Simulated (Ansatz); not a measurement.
System: sum formula H₄SiO (charge 0, singlet). 
Coordinates optimised at B3LYP-D3(BJ)/def2-TZVP (Ansatz, a quantum-chemistry and plane-wave program):
```xyz
6

Si    -0.5134    -0.0066    -0.1436
O      1.0508     0.0053     0.3904
H     -0.7688    -1.1431    -1.0634
H     -1.3498    -0.1404     1.0649
H     -0.8566     1.2474    -0.8595
H      1.7563     0.0863    -0.2554
```

Basis-set convergence of Hartree-Fock and CCSD correlation energies (hartree) with Ansatz. Correlated levels leave the core frozen unless marked. Spin-orbit coupling is left out. No relativistic terms.

| basis | functions | E(HF) | E(corr, CCSD) |
|---|---|---|---|
| def2-SVP | 52 | -366.00219 | -0.32241 |
| def2-TZVPP | 129 | -366.21038 | -0.40077 |
| def2-QZVPP | 247 | -366.22381 | -0.42621 |

Extrapolating the two largest sets (X = 3 and 4) as X^-3: E(corr) = (64·(-0.42621) - 27·(-0.40077))/37 = -0.4448 Eh, an estimate of the basis-set limit. The largest set recovers 95.8 % of it, the smallest 72.5 %.
